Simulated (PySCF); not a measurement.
SnFCl, SMILES [F][Sn][Cl] (connectivity only; charge and spin as stated), neutral, multiplicity 1. Heavy atoms are numbered as in [Sn:1]([F:2])[Cl:3].

Geometry optimised at PBE0-D3(BJ)/def2-TZVP. The def2 effective core potentials stand for the cores of Sn; spin–orbit coupling is left out.

These are B3LYP/def2-TZVPD in PySCF values and carry that method's errors.

Mulliken values depend strongly on the basis, most of all with diffuse functions as here. ESP charges are fitted to the potential on shells at 1.4 to 2.0 van der Waals radii. Atomic charges (e), one atom of each kind:

```json
[
 {"atom": "Sn1", "ESP fit": "0.57", "Mulliken": "0.97"},
 {"atom": "F2", "ESP fit": "-0.33", "Mulliken": "-0.52"},
 {"atom": "Cl3", "ESP fit": "-0.24", "Mulliken": "-0.44"}
]
```
